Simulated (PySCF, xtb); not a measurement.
Si(F)(Cl)(Me)(OH) (CH4ClFOSi), SMILES C[Si](O)(F)Cl.

xtb 6.7.1 with GFN2-xTB at its own geometry gives an orbital gap of 7.75 eV and a dipole moment of 1.64 D.

Geometry optimised at B3LYP-D3(BJ)/def2-SVP. This is a generated structure with no PubChem entry under its InChIKey; it may be hypothetical. The values are those of a single conformer.

Task: What does PBE/def2-TZVP in PySCF give? (An estimate is asked for; the answer gives what the named calculation found.)

Result: gap 7.41 eV (levels -7.74 and -0.32 eV), dipole 1.15 D.
